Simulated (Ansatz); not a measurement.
A nudged elastic band was laid between two geometries of FGeH3 (5 atoms, charge 0, multiplicity 1).

These are results of RKS PBE/def2-SVP in Ansatz, not measurements.

```
movable images  : 7
climbing image  : yes
spring          : 5.0 eV/Å²
optimiser       : quadratic models (default)
start path      : through a guess of the saddle point
force threshold : 0.03 eV/Å
iteration limit : 60
end points      : relaxed
```

First end point:

```xyz
5
Properties=species:S:1:pos:R:3
Ge 0.260 0.000 0.102
F 0.332 0.000 1.862
H 1.724 0.000 -0.406
H -0.500 1.285 -0.314
H -0.500 -1.285 -0.314
```

Last end point:

```xyz
5
Properties=species:S:1:pos:R:3
Ge 0.042 0.000 -0.757
F 1.164 0.000 1.287
H 2.006 0.000 0.864
H -0.948 1.152 -0.232
H -0.948 -1.152 -0.232
```

Q: Which bonds break or form, and what moves?

A: Bonds broken: Ge1–H3. Bonds formed: F2–H3. FGeH3 becomes FH + GeH2.

Q: Give the energies along the band, and the barrier.

A: The forces met the threshold. The highest image is number 5 of 0 to 8, 2.33 eV above the first end and 0.44 eV above the last; the last end lies 1.89 eV above the first. A vibrational analysis at the climbing image gives one clearly imaginary mode, 1066i cm⁻¹: a first-order saddle point. The orbitals stay closed-shell, which can raise the energy where a bond breaks towards radicals; this wasn't checked here.

```json
{"image": "0", "path coordinate (Å)": "0.00", "energy (eV)": "0.00", "Ge1–H3 (Å)": "1.55", "F2–H3 (Å)": "2.66"}
{"image": "1", "path coordinate (Å)": "0.27", "energy (eV)": "0.12", "Ge1–H3 (Å)": "1.54", "F2–H3 (Å)": "2.43"}
{"image": "2", "path coordinate (Å)": "0.53", "energy (eV)": "0.51", "Ge1–H3 (Å)": "1.53", "F2–H3 (Å)": "2.14"}
{"image": "3", "path coordinate (Å)": "0.80", "energy (eV)": "1.22", "Ge1–H3 (Å)": "1.53", "F2–H3 (Å)": "1.84"}
{"image": "4", "path coordinate (Å)": "1.06", "energy (eV)": "1.99", "Ge1–H3 (Å)": "1.56", "F2–H3 (Å)": "1.56"}
{"image": "5", "path coordinate (Å)": "1.33", "energy (eV)": "2.33", "Ge1–H3 (Å)": "1.65", "F2–H3 (Å)": "1.27"}
{"image": "6", "path coordinate (Å)": "1.61", "energy (eV)": "2.06", "Ge1–H3 (Å)": "1.88", "F2–H3 (Å)": "1.02"}
{"image": "7", "path coordinate (Å)": "1.90", "energy (eV)": "1.92", "Ge1–H3 (Å)": "2.21", "F2–H3 (Å)": "0.96"}
{"image": "8", "path coordinate (Å)": "2.19", "energy (eV)": "1.89", "Ge1–H3 (Å)": "2.55", "F2–H3 (Å)": "0.94"}
```

Q: What is the geometry of the highest image?

A: 
```xyz
5
Properties=species:S:1:pos:R:3
Ge 0.206 0.000 -0.365
F 0.997 0.000 1.535
H 1.649 0.000 0.441
H -0.768 1.232 -0.340
H -0.768 -1.232 -0.340
```

Q: What are the harmonic wavenumbers there?

A: 1066i, 433, 507, 676, 692, 914, 1808, 1993, 2016 cm⁻¹.

Time of the run: 24 s on 1 thread of Intel(R) Xeon(R) 6975P-C (Granite Rapids), with other jobs on the host, peak memory 0.12 GiB.
